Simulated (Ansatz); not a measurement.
`O=[CH][GeH3]` + `F[C@H]1C[C@@H]1F` → `F[C@H]1C[C@@H]1[GeH3]` + `O=CF`  (formal exchange of groups at a Ge–C bond)

Program: Ansatz. Geometries: PBE0-D4/def2-TZVP. ΔE: electronic, gas phase. CBS: MP2 limit from def2 TZ/QZ plus the TZ coupled-cluster correction, frozen cores. This one scheme is used for every species. Functionals use def2-TZVPP. B3LYP here is the variant with VWN-RPA as its local correlation; programs differ in this. For Ge outer-core shells are correlated without core-valence functions, which leaves a few kJ/mol of doubt a bond. Scalar relativity is left out up to krypton.

Is it downhill or uphill in electronic energy at CCSD(T)/CBS, and by how much? (Estimate.)

Ansatz gave: Downhill: ΔE = -1.19 eV.

What do these levels give: PBE0-D4, ωB97X-V, PBE, PBE0, B3LYP, HF/def2-TZVPP, CCSD(T)/def2-TZVPP, HF/def2-QZVPP, SCS-MP2/def2-QZVPP, HF/CBS(def2), MP2/CBS(def2), CCSD/CBS(def2)? (Best estimate.)

Ansatz gave: PBE0-D4 -1.16, ωB97X-V -1.15, PBE -1.09, PBE0 -1.13, B3LYP -1.04, HF/def2-TZVPP -1.08, CCSD(T)/def2-TZVPP -1.20, HF/def2-QZVPP -1.08, SCS-MP2/def2-QZVPP -1.24, HF/CBS(def2) -1.07, MP2/CBS(def2) -1.33, CCSD/CBS(def2) -1.17 eV.

Largest T1 diagnostic among the species: 0.016.

From PBE to PBE0 (25 % exact exchange), in def2-TZVPP and without D4, ΔE moves by −0.04 eV. The D4 term adds −0.05 eV with B3LYP and −0.03 eV with PBE0; it sums over pairs of atoms, weighted by their polarisabilities, and B3LYP, whose exchange is more repulsive, gets the larger term. In def2-TZVPP, CCSD(T) changes the Hartree–Fock value by −0.12 eV (the triples alone add −0.03 eV) and MP2 by −0.26 eV.
